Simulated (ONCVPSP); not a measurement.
# Debugging a pseudopotential input (carbon (C), ONCVPSP 4.0.1)

Command:

```bash
oncvpsp.x < C.dat > C.out
```

Input:

```
# ATOM AND REFERENCE CONFIGURATION
# atsym  z   nc   nv     iexc    psfile
  C 6.00    1    2        4      upf
#
#   n    l    f
    1    0    2.00
    2    0    2.00
    2    1    2.00
#
# PSEUDOPOTENTIAL AND OPTIMIZATION
# lmax
    2
#
#   l,   rc,      ep,       ncon, nbas, qcut
    0    0.85    0.00    4    8    5.90
    1    1.95    0.00    4    8    7.10
    2    2.05    0.03    4    3    4.80
#
# LOCAL POTENTIAL
# lloc, lpopt,  rc(5),   dvloc0
    0    5    0.85    0.00
#
# VANDERBILT-KLEINMAN-BYLANDER PROJECTORs
# l, nproj, debl
    0    0    1.40
    1    3    2.50
    2    2    1.70
#
# MODEL CORE CHARGE
# icmod, fcfact, rcfact
    3    3.50    1.70
#
# LOG DERIVATIVE ANALYSIS
# epsh1, epsh2, depsh
   -2.00    5.00    0.02
#
# OUTPUT GRID
# rlmax, drl
    6.00    0.01
#
# TEST CONFIGURATIONS
# ncnf
    4
# nvcnf
#   n    l    f
    2
    2    0    2.00
    2    1    1.00
#
    2
    2    0    2.00
    2    1    0.00
#
    2
    2    0    1.00
    2    1    0.00
#
    2
    2    0    0.00
    2    1    4.00
#
```

This is an input that runs to its end, with one change: nbas of l = 2 set to 3.

Q: How does the run end?

A: The program refuses the input: "test_data: must have ncon+3 <= nbas <= ncon+5, l= 2".

```
ONCVPSP  (Optimized Norm-Conservinng Vanderbilt PSeudopotential)
scalar-relativistic version 4.0.1

test_data: must have ncon+3 <= nbas <= ncon+5, l=   2
 for nproj=2
ERROR: test_data found   1 ERROR; stopping
```
